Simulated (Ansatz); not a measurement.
**Ansatz input wanted**

The species is CuCl (2 atoms), meant as a singlet with charge 0. SMILES: `[Cl][Cu]`. The coordinates come from a PBE0-D4/def2-TZVP relaxation.

```csv
atom,x (Å),y (Å),z (Å)
Cl,0.8983,-0.3452,0.4464
Cu,-0.8688,0.2850,-0.4424
```

Settings wanted:

```
basis set              : def2-SVP
integral approximation : none
number of roots        : 6
root multiplicities    : (1, 1, 1, 1, 1, 1)
state weights          : (1, 1, 1, 1, 1, 1)
active electrons       : 4
active orbitals        : 4
orbitals optimised     : yes
task                   : energy
method                 : CASSCF
dispersion             : none
reference              : RHF
accuracy               : medium
```

Question: Write the Ansatz 0.2.0 input and the command.

Answer: This one ran through:

molecule.yaml:
```yaml
basis:
  gaussian: {orbitals: def2-SVP}
crystal:
  periodic: [false, false, false]
  atoms:
    - {symbol: Cl, position_ang: [0.898300, -0.345200, 0.446400]}
    - {symbol: Cu, position_ang: [-0.868800, 0.285000, -0.442400]}
correlation:
  active_space: {window: {electrons: 4, orbitals: 4}, states: [{multiplicity: 1, weights: [1, 1, 1, 1, 1, 1]}]}
```

```bash
$ ansatz run molecule.yaml --threads 1 --pin off --max-ram 3480MiB --events-out events.jsonl --progress --plain --runs-dir runs
```

Calculated total energy: -2097.90414 Eh.
